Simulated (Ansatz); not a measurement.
`C=[CH][GeH2][SiH3]` + `C=C[Si](F)(F)F` → `F[Si](F)(F)[SiH3]` + `C=[CH][GeH2][CH]=C`  (redistribution)

Computed with Ansatz on PBE0-D4/def2-TZVP structures; ΔE is electronic, products minus reactants. CCSD(T)/CBS adds triple-zeta CCSD(T) − MP2 to the extrapolated MP2 energy (def2 sets, frozen cores). DFT in def2-TZVPP. For Ge outer-core shells are correlated without core-valence functions, which leaves a few kJ/mol of doubt a bond. Scalar relativity is left out up to krypton. Each species was taken in one conformer, which may not be the lowest.

`C=[CH][GeH2][SiH3]`:

```xyz
12

C     0.619   -1.862   -1.357
C     0.204   -0.603   -1.284
Ge   -0.954    0.061    0.126
Si    0.211    1.624    1.496
H     0.314   -2.612   -0.632
H     1.281   -2.203   -2.148
H     0.542    0.105   -2.038
H    -1.426   -1.144    0.963
H    -2.190    0.746   -0.492
H     0.731    2.741    0.662
H     1.359    0.958    2.167
H    -0.690    2.189    2.536
```

`C=C[Si](F)(F)F`:

```xyz
9

C     0.448   -0.204    1.462
C     0.084   -0.689    0.277
Si   -0.343    0.401   -1.122
F    -0.208    1.917   -0.705
F    -1.821    0.172   -1.625
F     0.593    0.162   -2.369
H     0.701   -0.854    2.294
H     0.507    0.863    1.649
H     0.039   -1.767    0.140
```

`F[Si](F)(F)[SiH3]`:

Cartesian coordinates in Å:
```
F -0.112 -1.828 1.314
Si 0.182 -1.105 -0.062
F -0.737 -1.794 -1.150
F 1.680 -1.436 -0.447
Si -0.195 1.189 0.066
H -1.615 1.419 0.430
H 0.699 1.762 1.103
H 0.099 1.794 -1.256
```

`C=[CH][GeH2][CH]=C`:

```xyz
13

C     1.354   -0.618    1.336
C     0.878   -1.323    0.318
Ge    0.032   -0.543   -1.249
C    -0.892    1.106   -0.796
C    -1.382    1.380    0.407
H     1.836   -1.094    2.186
H     1.288    0.466    1.369
H     0.975   -2.407    0.345
H     1.086   -0.242   -2.334
H    -0.959   -1.564   -1.844
H    -1.024    1.838   -1.590
H    -1.909    2.309    0.612
H    -1.283    0.691    1.241
```

Task: Is it downhill or uphill in electronic energy at CCSD(T)/CBS, and by how much? (An estimate is asked.)

Result: Computed: Uphill: ΔE = +51.9 kJ/mol.

Task: What do these levels give: r2SCAN-D4, ωB97M-V, r2SCAN, HF/def2-TZVPP, CCSD(T)/def2-TZVPP, HF/def2-QZVPP? (An estimate is asked.)

Result: Ansatz gave: r2SCAN-D4 55.4, ωB97M-V 55.1, r2SCAN 55.8, HF/def2-TZVPP 59.3, CCSD(T)/def2-TZVPP 50.9, HF/def2-QZVPP 59.3 kJ/mol.

Largest T1 diagnostic among the species: 0.013.

In def2-TZVPP, CCSD(T) changes the Hartree–Fock value by −8.4 kJ/mol (the triples alone add −1.5 kJ/mol) and MP2 by −8.1 kJ/mol. From PBE to PBE0 (25 % exact exchange), in def2-TZVPP and without D4, ΔE moves by +4.0 kJ/mol.
